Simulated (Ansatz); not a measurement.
A structure relaxed at r2SCAN-D4/def2-TZVPD in Ansatz, charge -1, doublet:

```xyz
6

W    -0.026    0.241   -1.049
W     0.002   -0.234    1.070
H     0.368   -1.890    0.711
H    -1.377   -0.816   -1.318
H    -0.352    1.909   -0.694
H     1.385    0.789    1.280
```

(1) Give its formula.

(2) Summarise the bond lengths by kind (pairs closer than 1.2 times the sum of covalent radii, bridged metal pairs left out).

## Answers

(1) the cluster H₄W₂⁻.

(2) 1 × W–W 2.17 Å; 4 × H–W 1.73 to 1.74 Å.

In the def2 sets W takes a core potential; there is no spin–orbit coupling. The charge -1 doublet is spin-contaminated (final ⟨S²⟩ up to 1.12, 0.75 for a pure state). The highest occupied level of the charge -1 doublet lies above zero (up to 0.88 eV). It is a level of α spin, whose loss leaves a singlet; that state wasn't run at this geometry and level. The electron is either unbound and held by the finite basis, or the level is raised by self-interaction error. The relaxation made no stability test and no search for a lower SCF solution. No other spin state of charge -1 was run. Another isomer (doublet) lies 0.13 eV lower at PBE0-D4/def2-TZVPD; other spin states weren't run for this one.
